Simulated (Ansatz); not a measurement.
`C=C[CH2][SnH]([CH3])[O]C` and `C[O][SnH]([CH3])[SH]` differ in one atom or group.

Ansatz, PBE0-D4/def2-TZVP geometries, multiplicity 1. Each molecule was computed in one conformer, which needn't be the lowest.

Elements past krypton have def2 core potentials.

```json
{"property": "HOMO energy (PBE0/def2-TZVPP) / eV", "`C=C[CH2][SnH]([CH3])[O]C`": "-6.70"}
{"property": "size of the dipole moment (PBE/def2-TZVPP) / D", "`C=C[CH2][SnH]([CH3])[O]C`": "1.64"}
{"property": "HOMO–LUMO gap (ωB97M-V/def2-TZVPP) / eV", "`C=C[CH2][SnH]([CH3])[O]C`": "10.36"}
{"property": "LUMO energy (ωB97M-V/def2-TZVPP) / eV", "`C=C[CH2][SnH]([CH3])[O]C`": "1.52"}
{"property": "HOMO–LUMO gap (B3LYP/def2-TZVPP) / eV", "`C=C[CH2][SnH]([CH3])[O]C`": "6.18"}
{"property": "HOMO energy (B3LYP/def2-TZVPP) / eV", "`C=C[CH2][SnH]([CH3])[O]C`": "-6.50"}
```

Problem. What does the change do to each property? (An estimate is asked.)

Solution. Computed: 
| property | `C[O][SnH]([CH3])[SH]` | shift |
| --- | --- | --- |
| HOMO energy (PBE0/def2-TZVPP) / eV | -7.39 | -0.69 |
| size of the dipole moment (PBE/def2-TZVPP) / D | 1.45 | -0.19 |
| HOMO–LUMO gap (ωB97M-V/def2-TZVPP) / eV | 11.15 | 0.79 |
| LUMO energy (ωB97M-V/def2-TZVPP) / eV | 1.53 | 0.01 |
| HOMO–LUMO gap (B3LYP/def2-TZVPP) / eV | 6.51 | 0.33 |
| HOMO energy (B3LYP/def2-TZVPP) / eV | -7.13 | -0.63 |

With PBE0 the HOMO falls by 0.69 eV and the LUMO falls by 0.26 eV, so the gap widens by about 0.43 eV. PBE moves the HOMO by -0.40 eV and ωB97M-V by -0.78 eV. Dipoles are sizes alone; their direction can turn.

B3LYP here is the variant with VWN-RPA as its local correlation; programs differ in this.
